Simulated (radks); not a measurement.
Br II, configuration [Ar] 3d10 4s2 4p4. Calculated with a radial shooting solver on a logarithmic mesh with Libxc functionals: Dirac Kohn-Sham, exchange-only B88, spin-unpolarised, spherical densities, finite nucleus; open shells are shared between the two j in proportion to 2j + 1; Fermi nuclear charge, rms radius 4.1629 fm.

Radial electron density D(r) = 4 pi r^2 rho(r):

```
   r/bohr * D(r) (the largest magnitude, 50.5, reaches the edge; | marks zero)
 0.003664 |    *
 0.004809 |       *
 0.006262 |           *
  0.00822 |                *
   0.0107 |                       *
  0.01405 |                               *
  0.01829 |                                       *
  0.02401 |                                             *
  0.03152 |                                              *
  0.04104 |                                           *
  0.05387 |                                       *
  0.07014 |                                       *
  0.09207 |                                              *
   0.1199 |                                                      *
   0.1574 |                                                     *
   0.2049 |                                        *
    0.269 |                              *
   0.3502 |                                 *
   0.4597 |                                     *
   0.5986 |                             *
   0.7857 |               *
    1.023 |       *
    1.343 |    *
    1.749 |   *
    2.295 | *
    2.989 |*
    3.923 *
    5.108 *
    6.705 *
```

D(r) has 3 maxima, at r = 0.0300, 0.134, 0.449 bohr, and minima at 0.0622, 0.284 bohr, inside which lie 2.08, 11.00 electrons.
